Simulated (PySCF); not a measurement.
Species: C7H5FS (charge +1 and doublet state).
Bonds: C1–C2 (triple), C2–C3, C3–C4 (triple), C4–C5, C5–F6, C5–C7, C7–S8, S8–C9, C5–C9. Hydrogens: H10 on C1; H11, H12 on C7; H13, H14 on C9.

The species is `C#CC#CC1(F)C[S+]C1` [radical] (charge +1).

Computed, not measured: PySCF 2.14.0, UKS B3LYP, pcH-1 on C F H S, non-relativistic, mean-field spin-orbit, GIAO. Geometry: GFN2-xTB; no solvent, vibrations or thermal averaging. A GFN2-xTB geometry isn't a minimum of the functional, and hyperfine couplings can be far from their values at a DFT geometry, by a factor of two or more for some ions and for spin on atoms past the first row.

Output of the driver script. The program numbers atoms from 0.

```
UKS, coarse grid
  cycle   1  E = -767.21998487  |g| = 5.09e-01
  cycle   2  E = -766.62530045  |g| = 1.09e+00
  cycle   3  E = -767.27394342  |g| = 2.75e-01
  cycle   4  E = -767.32668064  |g| = 1.03e-01
  ...
  cycle  12  E = -767.33219246  |g| = 3.62e-04
UKS, final grid
  cycle   1  E = -767.33223282  |g| = 1.38e-03
  cycle   2  E = -767.33219545  |g| = 6.69e-03
  cycle   3  E = -767.33223451  |g| = 2.86e-04
  cycle   4  E = -767.33223458  |g| = 1.01e-04
  cycle   5  E = -767.33223462  |g| = 8.26e-05
  cycle   6  E = -767.33223475  |g| = 5.89e-05
  cycle   7  E = -767.33223482  |g| = 5.41e-05
  cycle   8  E = -767.33223486  |g| = 5.06e-05
  cycle   9  E = -767.33223490  |g| = 4.97e-05
  cycle  10  E = -767.33223486  |g| = 4.95e-05
  cycle  11  E = -767.33223486  |g| = 5.06e-05
  cycle  12  E = -767.33223423  |g| = 9.35e-05
  cycle  13  E = -767.33223357  |g| = 1.82e-04
  cycle  14  E = -767.33223339  |g| = 1.03e-04
  cycle  15  E = -767.33223302  |g| = 2.03e-04
  cycle  16  E = -767.33223303  |g| = 1.95e-04
  cycle  17  E = -767.33223305  |g| = 1.04e-04
  cycle  18  E = -767.33223214  |g| = 6.45e-04
  cycle  19  E = -767.33223217  |g| = 5.27e-04
  cycle  20  E = -767.33223269  |g| = 2.87e-04
  cycle  21  E = -767.33223249  |g| = 5.72e-05
  cycle  22  E = -767.33223242  |g| = 1.13e-04
  cycle  23  E = -767.33223243  |g| = 5.83e-05
  cycle  24  E = -767.33223242  |g| = 5.73e-05
  cycle  25  E = -767.33223242  |g| = 8.27e-06
E = -767.33223242 Eh   <S^2> = 0.7535 (exact 0.7500)
g shifts (ppm)      1          2          3
  rmc          -212       -212       -212
  gc              9         47         20
  oz_so       -1058      25805     155071
  total       -1087      25640     155067
hyperfine (MHz)  atom isotope    a_iso     a_fc   dipolar eigenvalues
    0   13C       7.18       7.18    -10.40    -10.03     20.43
    1   13C      -6.04      -6.04     -4.78     -0.98      5.75
    2   13C      -3.69      -3.69     -4.59     -1.46      6.05
    3   13C       8.20       8.20     -8.99     -8.36     17.34
    4   13C       1.73       1.73     -0.88     -0.62      1.49
    5   19F      -9.64      -9.64     -9.85     -9.42     19.27
    6   13C     -14.44     -14.44     -4.16     -3.18      7.34
    7   33S      21.42      21.42    -67.29    -63.29    130.57
    8   13C     -13.82     -13.82     -4.48     -3.49      7.97
    9    1H      -9.90      -9.90     -4.90     -1.12      6.02
   10    1H      74.84      74.84     -4.13     -2.01      6.14
   11    1H      95.38      95.38     -4.46     -2.47      6.94
   12    1H      74.59      74.59     -4.39     -2.06      6.45
   13    1H     101.16     101.16     -4.49     -2.62      7.11
```

Problem. The SCF converged. Why should these EPR parameters still be doubted?

Solution. The largest g shift is +0.155, past the limit of 0.03 at which the run flags a species of elements up to argon. The orbital-Zeeman/spin–orbit term is second order, a sum of spin–orbit matrix elements over excitation energies, so it grows and becomes less reliable as an excited state comes close; a shift this large should be checked with a method that treats spin–orbit coupling variationally or among several states. The contact and dipolar couplings don't rest on that expansion, but they belong to the state that the SCF found, and a close-lying state with the spin in another orbital would have other couplings; no stability test was run. The run left out the spin–orbit part of the hyperfine coupling.

Problem. Where is the spin in this solution (atoms counted from 1)?

Solution. The Mulliken spin populations are largest on S8 (+0.67), C1 (+0.12) and C4 (+0.10). S8 is the only atom above +0.15. ⟨S²⟩ = 0.7535 against the exact 0.7500, so spin contamination is small. 

Problem. Average a_iso over equivalent nuclei, turn it into first-order splittings with g = 2.0023, and give the multiplets for abundant isotopes (0.05 mT or more).

Solution. 
| nuclei (from 1) | isotope | I | position | a_iso (MHz) | \|a\| (mT) | splits into |
| --- | --- | --- | --- | --- | --- | --- |
| H12/H14 | 1H | 1/2 | 2 bonds from S8 | 98.3 | 3.51 | 1:2:1 triplet |
| H11/H13 | 1H | 1/2 | 2 bonds from S8 | 74.7 | 2.67 | 1:2:1 triplet |
| H10 | 1H | 1/2 | 7 bonds from S8, on C1 of spin population +0.12 | -9.9 | 0.35 | 1:1 doublet |
| F6 | 19F | 1/2 | 3 bonds from S8 | -9.6 | 0.34 | 1:1 doublet |

Nuclei that the bonding pattern makes equivalent are averaged, as if the motion that swaps them (rotation, inversion, ring flip) were fast.

On one thread, Arm Neoverse V2 (aarch64), no GPU (shared host), this took 2.2 min (with the writing of density and orbital grids) and 1.1 GiB of memory at its peak.
